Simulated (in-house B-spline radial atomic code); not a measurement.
**RPA and G0W0 on PBE: Zn**

Configuration [Ar] 3d10 4s2, mean-field start PBE. Computed with an all-electron radial atomic-structure program (B-spline basis): all electrons, scalar-relativistic (spin-free one-electron X2C), finite nucleus, each spin shell either full or empty, empty states to l = 9 with an (l + 1/2)⁻⁴ tail; G0W0 by contour deformation at full frequency.

Command:
```bash
python run_gw.py task.json out
```
Settings (radii: box in bohr, nucleus in fm):
```
Z                        30
electrons                30
configuration            [Ar] 3d10 4s2
hamiltonian              x2c
method                   pbe,pbe
lmax                     9
rms_radius               3.9283
spin_polarised           False
box_radius               40
intervals                73
ion_configuration        [Ar] 3d10 4s1
```

Cost of the run: 6.9 s on 1 thread of Arm Neoverse V1, with other jobs on the host.

Energies (hartree):

| term | value |
| --- | --- |
| mean-field total | -1795.73126 |
| Hartree-Fock functional on these orbitals | -1794.26937 |
| direct second order | -2.9653 |
| second-order exchange | 0.83845 |
| SOSEX correction | 0.7212 |

What is the RPA correlation energy, and what remains with SOSEX?

RPA gives -2.3228 hartree (-2.11 eV per electron); RPA + SOSEX gives -1.6016, and the second-order doubles -2.1268 hartree (no singles). SOSEX takes back 31 % of the RPA value.

Quasi-particle levels (eV):

| level | occupied | mean field | Σx - vxc | Σc | QP weight | G0W0 |
| --- | --- | --- | --- | --- | --- | --- |
| 4s | yes | -5.976 | -2.31 | ? | ? | ? |
| 4p | no | -1.116 | 2.89 | -0.98 | 0.911 | 0.792 |

G0W0 = mean field + (Σx - vxc) + Σc, with Σc (partial-wave tail included) taken at the quasi-particle energy. Only the outer levels were computed. Levels of low weight are left out. An empty level above zero is unbound and depends on the box.

Where does G0W0 put 4s?

At -9.414 eV, with Σc = -1.13 eV and a quasi-particle weight of 0.812. The tabulated removal energy is 9.394 eV (NIST, measured); the calculation leaves out spin-orbit coupling, Breit and QED terms, and what these don't explain is the method's own error.

What does it cost to remove one electron (to [Ar] 3d10 4s1) by differences of total energies, each species on its own start (correlation terms add to the Hartree-Fock functional)?

PBE 9.593 eV, Hartree-Fock functional 7.550 eV, + RPA 9.745 eV, + RPA + SOSEX 9.224 eV, + second order 10.977 eV. Tabulated: 9.394 eV (NIST, measured); the calculation leaves out spin-orbit coupling, Breit and QED terms, and what these don't explain is the method's own error.
